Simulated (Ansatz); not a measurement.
A series at Al: from `[F][Al]([F])[F]`, ligands are replaced one by one, each step taking up H₂S and setting free H–F; n counts the steps. Ansatz, PBE0-D4/def2-TZVP geometries. Each molecule was computed in one conformer, which needn't be the lowest.

CBS adds triple-zeta CCSD(T) − MP2 to the MP2 limit, frozen cores; atoms without spin–orbit coupling. 

| n | molecule | atomization energy, CCSD(T)/CBS (kJ/mol) |
| --- | --- | --- |
| 0 | `[F][Al]([F])[F]` | 1797.2 |
| 1 | `[F][Al]([F])[SH]` | ? |
| 2 | `[F][Al]([SH])[SH]` | 2016.4 |
| 3 | `[SH][Al]([SH])[SH]` | 2122.6 |

Question: By hand: fit a straight line y = ȳ + b (n − n̄) to the 3 given rows and predict n = 1.

Answer: n̄ = 1.667, ȳ = 1978.73; Σ(n − n̄)(y − ȳ) = 506.93, Σ(n − n̄)² = 4.667, so b = 108.62 kJ/mol a step. Prediction: 1978.73 + (108.62) × (-0.667) = 1906.3 kJ/mol.

Question: By hand: compare with the computed value, 1909.3 kJ/mol, and give the steps along the whole series.

Answer: The line misses by 3.0 kJ/mol (computed minus predicted). Steps: 112.1, 107.1, 106.2 kJ/mol.

The steps differ by at most 5.9 kJ/mol, 5 % of a mean step, so the ligands' effects nearly add and a line is close. The miss is 0.9 % of the series' range. The energies themselves are unsure by some kJ/mol a bond, though much of that is common to the series.
